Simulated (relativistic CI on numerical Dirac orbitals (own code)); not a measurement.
Method of calculation: Dirac-Coulomb-Breit CI, separate exchange-only KLI orbitals for each configuration, QED by a radiative potential, unscaled Slater integrals (own radial code, finite nucleus).

The strongest absorption lines from the ground level of an ion, among the configurations computed and to levels below about 66.6 eV (vacuum wavelength in nm, gf): 18.626 (7.7), 18.632 (5.8), 18.821 (2.8), 18.852 (4.9), 20.038 (3.2), 20.239 (1.1), 20.531 (0.94), 21.418 (9.1).

(1) Which ion is it?
A. Ru⁶⁺
B. Pd⁸⁺
C. Ru⁴⁺
D. Mo⁴⁺

## Answers

(1) A. Ru⁶⁺ has 38 electrons and the ground level 4s2 4p6 4d2 3F_2; the strongest line goes to 4s2 4p5 4d3 3G°_3. The pattern of lines fixes the number of electrons, and along that sequence the line energies rise steadily with the charge (about as its square where n changes within one kind of shell, about linearly where n is kept but much faster in heavy ions where fine structure, which grows about as Z⁴, sets the gap, and irregularly where shells cross), which fixes Z. Configurations outside the model, such as inner-shell arrays, can give stronger lines. At this charge configurations can still be misplaced by up to about 7 % of their energy. Terms inside the open d or f shell come out 10 to 20 % too wide with unscaled integrals.

LS names give the leading component of a level, which can be under half, so a name can repeat, a term be missing and a line seem to break the LS rules.
